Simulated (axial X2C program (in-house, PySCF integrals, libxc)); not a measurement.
# Cl or O: which binds elements of chip processing more strongly?

Computed with an in-house relativistic program for diatomic molecules, spin-free (one-electron X2C) or two-component (2c: spin–orbit coupling with atomic mean-field Coulomb and Gaunt terms, which also bring small scalar terms), in Dyall basis sets with cores contracted in-house; open shells are unrestricted.

Level CCSD(T), spin-free. Dyall triple-zeta sets: BCl v3z/av3z; BO v3z/av3z; SiCl v3z/av3z; SiO v3z/av3z; GaCl cv3z/av3z; GaO cv3z/av3z; GeCl cv3z/av3z; GeO cv3z/av3z. Frozen shells (counts by l): BCl Cl 2s1p, B 1s, 10 electrons correlated; BO O 1s, B 1s, 9 electrons correlated; SiCl Cl 2s1p, Si 2s1p, 11 electrons correlated; SiO Si 2s1p, O 1s, 10 electrons correlated; GaCl Ga 3s2p1d, Cl 2s1p, 10 electrons correlated; GaO Ga 3s2p1d, O 1s, 9 electrons correlated; GeCl Ge 3s2p1d, Cl 2s1p, 11 electrons correlated; GeO Ge 3s2p1d, O 1s, 10 electrons correlated. Coupled cluster in natural virtuals with an MP2 remainder. Where the outer core of a metal is frozen, bonds come out longer and ionisation energies lower.

Diatomic bonds are a first guide to the radicals met in plasma etching, cleaning and deposition, though surfaces and higher halides or oxides behave in their own way.

| element M | state of MCl | Re MCl (Å) | D0 MCl (eV) | state of MO | Re MO (Å) | D0 MO (eV) |
| --- | --- | --- | --- | --- | --- | --- |
| B | M_S = 0, Λ = 0 | 1.726 | 5.12 | M_S = 1/2, Λ = 0 | 1.212 | 8.01 |
| Si | M_S = 1/2, Λ = 1 | 2.089 | 4.15 | M_S = 0, Λ = 0 | 1.530 | 7.84 |
| Ga | M_S = 0, Λ = 0 | 2.235 | 4.72 | M_S = 1/2, Λ = 0 | 1.718 | 4.07 |
| Ge | M_S = 1/2, Λ = 1 | 2.193 | 3.88 | M_S = 0, Λ = 0 | 1.638 | 6.71 |

Question: Work out the energy at 0 K of MCl + O → MO + Cl for each element.

Answer: ΔE = D0(MCl) − D0(MO) at CCSD(T), spin-free: B -2.89, Si -3.69, Ga 0.65, Ge -2.83 eV (negative: the exchange gives off energy).

Question: For which element is the exchange to O most and for which least favourable, and what is the energy of SiCl + GaO → SiO + GaCl?

Answer: Si most (-3.69 eV), Ga least (0.65 eV). The atoms cancel in the double exchange: ΔE = -3.69 − (0.65) = -4.34 eV, a figure less sensitive to errors in the atoms than D0 itself.

Each entry is the lowest single determinant of a limited PBE0 search at one distance. D0 = De minus the zero-point energy; De goes to single-determinant-based atoms at the same level (for ions the charge split of lowest energy) and is withheld (n/a) where an atom does not fit its ground term or J level. Main or longest-lived isotopes. One determinant is a doubtful description, or other states lie close, for BO, SiO, GaO, GeO; these need not be ground states, and all values refer to the states named. Spin-free values lack the spin–orbit lowering of the atoms, a third of the ²P splitting for halogens (0.036 eV for Cl, 0.152 eV for Br from NIST levels). These D0 were not checked against measured values; triple-zeta sets, frozen cores and single determinants leave errors of some tenths of an eV, more for transition metals.
